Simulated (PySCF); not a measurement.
CCl3F, SMILES FC(Cl)(Cl)Cl. Atoms are numbered in the order given.

```xyz
5

F      0.0000     0.0000     1.5915
C      0.0000     0.0000     0.2508
Cl    -1.4594    -0.8426    -0.3104
Cl     1.4594    -0.8426    -0.3104
Cl     0.0000     1.6852    -0.3104
```

Geometry: B3LYP-D3(BJ)/def2-TZVP.

Level of theory: KT2/pcSseg-2 (PySCF).

GIAO shieldings, no solvent; atoms alike by connectivity are averaged. δ = σ(ref) − σ: ¹³C against TMS (σ = 184.2 ppm); ³⁵Cl against HCl (σ = 945.0 ppm), references at their B3LYP-D3(BJ)/def2-TZVP geometries, non-relativistic (without spin–orbit terms, shifts of atoms bonded to Cl or Br come out too high).

### Question
Estimate the chemical shifts. (An estimate is asked for; the answer gives what the named calculation found.)

### Answer

```csv
nucleus,atoms,count,δ (ppm)
¹³C,C2,1,155.3
³⁵Cl,"Cl3, Cl4, Cl5",3,591.1
```
